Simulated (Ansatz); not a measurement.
Reaction (cleavage of the B–Si bond): `FB([SiH3])Br` + HCl → `FB(Cl)Br` + SiH₄

Program: Ansatz. Geometries: PBE0-D4/def2-TZVP. ΔE: electronic, gas phase. CCSD(T)/CBS adds triple-zeta CCSD(T) − MP2 to the extrapolated MP2 energy (def2 sets, frozen cores). This one scheme is used for every species. Functionals use def2-TZVPP. For Br outer-core shells are correlated without core-valence functions, which leaves a few kJ/mol of doubt a bond. Scalar relativity is left out up to krypton.

| level | ΔE (kcal/mol) |
| --- | --- |
| B97M-V | -24.4 |
| BHLYP-D4 | -23.8 |
| revPBE | -21.6 |
| PBE0 | -22.5 |
| r2SCANh | -23.8 |
| LC-ωPBE | -22.8 |
| HF/def2-TZVPP | -25.1 |
| MP2/CBS(def2) | -24.5 |

(1) What does CCSD(T)/CBS give? (Best estimate.)

(2) What do rigid-rotor, harmonic-oscillator terms from PBE0-D4/def2-TZVP frequencies (298.15 K, 1 bar) make of the CCSD(T)/CBS value? (Estimate.)

Largest T1 diagnostic among the species: 0.012.

## Answers

(1) Computed: -22.4 kcal/mol. The listed levels differ from it by -2.0, -1.4, 0.8, -0.1, -1.4, -0.4, -2.7, -2.1 kcal/mol.

(2) Ansatz gave: ΔZPE = +0.7 kcal/mol, ΔH = -22.4 kcal/mol, ΔS = -19 J/(mol·K), ΔG = -21.1 kcal/mol. Modes under 50 cm⁻¹ make the entropy rough.

From BLYP to BHLYP (50 % exact exchange), in def2-TZVPP and without D4, ΔE moves by −1.4 kcal/mol. At CCSD(T), def2-SVP lies −4.4 kcal/mol from the extrapolated value and def2-TZVPP −0.6 kcal/mol.
